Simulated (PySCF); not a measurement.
## C26H20O: Orbital levels and atomic charges

System: C26H20O (OLED host and emitter), SMILES CC(=O)c1ccc(-c2cc(-c3ccccc3)cc(-c3ccccc3)c2)cc1.

Cartesian coordinates (Å):
```
  1 C     7.117   -0.163   -0.446
  2 C     6.211   -0.899    0.512
  3 O     6.654   -1.652    1.352
  4 C     4.752   -0.665    0.372
  5 C     4.206    0.326   -0.442
  6 C     2.838    0.495   -0.514
  7 C     1.973   -0.327    0.208
  8 C     0.519   -0.138    0.116
  9 C    -0.329   -1.235    0.012
 10 C    -1.706   -1.064   -0.083
 11 C    -2.593   -2.234   -0.192
 12 C    -2.267   -3.291   -1.038
 13 C    -3.096   -4.392   -1.139
 14 C    -4.259   -4.457   -0.390
 15 C    -4.594   -3.411    0.452
 16 C    -3.769   -2.305    0.549
 17 C    -2.231    0.224   -0.073
 18 C    -1.399    1.334    0.032
 19 C    -1.968    2.692    0.050
 20 C    -2.995    3.044   -0.822
 21 C    -3.537    4.315   -0.794
 22 C    -3.065    5.253    0.110
 23 C    -2.043    4.914    0.980
 24 C    -1.495    3.645    0.948
 25 C    -0.025    1.142    0.127
 26 C     2.520   -1.324    1.015
 27 C     3.886   -1.483    1.100
 28 H     6.839   -0.392   -1.472
 29 H     7.030    0.910   -0.290
 30 H     8.147   -0.466   -0.271
 31 H     4.843    0.979   -1.018
 32 H     2.427    1.263   -1.153
 33 H     0.086   -2.232    0.003
 34 H    -1.366   -3.237   -1.633
 35 H    -2.835   -5.202   -1.805
 36 H    -4.903   -5.321   -0.463
 37 H    -5.501   -3.458    1.037
 38 H    -4.025   -1.497    1.219
 39 H    -3.300    0.365   -0.146
 40 H    -3.356    2.319   -1.538
 41 H    -4.332    4.574   -1.477
 42 H    -3.491    6.244    0.135
 43 H    -1.675    5.640    1.691
 44 H    -0.708    3.380    1.639
 45 H     0.628    1.998    0.213
 46 H     1.868   -1.962    1.594
 47 H     4.318   -2.247    1.731
```

Method: CAM-B3LYP/6-31G*, gas phase, PySCF, fitting set def2-universal-JFIT up to Ne and JKFIT beyond, grid level 1.

(1) Give the orbital energies near the gap.

(2) Give the partial charges of the non-hydrogen atoms.

## Answers

(1) 
```csv
orbital,eV
HOMO-4,-8.38
HOMO-3,-8.37
HOMO-2,-8.14
HOMO-1,-7.55
HOMO,-7.50
LUMO,-0.34
LUMO+1,0.37
LUMO+2,0.84
LUMO+3,1.14
```

(2) 
| atom | Mulliken | IAO | Hirshfeld |
| --- | --- | --- | --- |
| C1 | -0.55 | -0.46 | -0.10 |
| C2 | 0.35 | 0.39 | 0.17 |
| O3 | -0.39 | -0.42 | -0.25 |
| C4 | 0.07 | -0.07 | -0.02 |
| C5 | -0.18 | -0.13 | -0.04 |
| C6 | -0.18 | -0.15 | -0.05 |
| C7 | 0.08 | 0.02 | 0.02 |
| C8 | 0.08 | 0.01 | 0.01 |
| C9 | -0.22 | -0.15 | -0.05 |
| C10 | 0.08 | 0.01 | 0.01 |
| C11 | 0.07 | 0.00 | 0.01 |
| C12 | -0.17 | -0.15 | -0.05 |
| C13 | -0.14 | -0.14 | -0.04 |
| C14 | -0.13 | -0.14 | -0.04 |
| C15 | -0.14 | -0.14 | -0.04 |
| C16 | -0.17 | -0.15 | -0.05 |
| C17 | -0.22 | -0.15 | -0.05 |
| C18 | 0.08 | 0.01 | 0.01 |
| C19 | 0.07 | 0.00 | 0.01 |
| C20 | -0.17 | -0.15 | -0.05 |
| C21 | -0.14 | -0.14 | -0.04 |
| C22 | -0.13 | -0.14 | -0.04 |
| C23 | -0.14 | -0.14 | -0.04 |
| C24 | -0.17 | -0.15 | -0.05 |
| C25 | -0.22 | -0.15 | -0.05 |
| C26 | -0.17 | -0.15 | -0.04 |
| C27 | -0.17 | -0.11 | -0.03 |
